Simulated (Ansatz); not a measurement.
```yaml
crystal:
  periodic: [false, false, false]
  atoms:
    - {symbol: C, position_ang: [-0.671635, -0.053121, 0.331508]}
    - {symbol: Nb, position_ang: [0.603960, -0.031320, -0.373550]}
    - {symbol: F, position_ang: [1.396173, -0.771332, 0.152038]}
    - {symbol: F, position_ang: [0.310548, -0.223627, -1.391604]}
    - {symbol: S, position_ang: [1.114984, 1.353568, -0.138449]}
    - {symbol: H, position_ang: [-0.841545, -0.644532, 0.270179]}
    - {symbol: H, position_ang: [-0.549182, 0.082441, 1.127377]}
    - {symbol: H, position_ang: [-1.158505, 0.470190, 0.112830]}
basis:
  gaussian: {orbitals: def2-TZVPP}
total_charge: -1
magnetization: {spin_polarized: true, initial_magnetization: 1}
hamiltonian: {xc: {name: PBE}}
```

```sh
$ ansatz run in.yaml --threads 4 --pin off --events-out ev --progress --plain --max-ram 10444MiB
```

Output, abridged:

```
Functional definition: PBE
1282 factors; their error is unknown
mean field evaluation 1: about -18754.2699 eV, gradient 1.0e2 eV
mean field evaluation 2: about -18485.9543 eV, gradient 2.3e2 eV
mean field evaluation 4: about -18783.3551 eV, gradient 4.9e1 eV
mean field evaluation 8: about -18792.4374 eV, gradient 1.2e0 eV
mean field evaluation 16: about -18792.4393 eV, gradient 2.3e-3 eV
mean field -18792.43931797 eV, -690.6094069626 hartree, gradient 1.0e-5 eV, S^2 0.750584; 4 other end points of the search recorded, 0 dependent functions left out
reference -18792.43935920 eV, -690.6094084777 hartree; 29, 28 occupied and 204, 205 virtual orbitals, 1282 factors
Total energy: -18792.43935920 eV, -690.6094084777 hartree
```

In this input the geometry is squeezed to about two thirds of its size. Self-consistency was reached. The result belongs to that input, not to the molecule as meant.
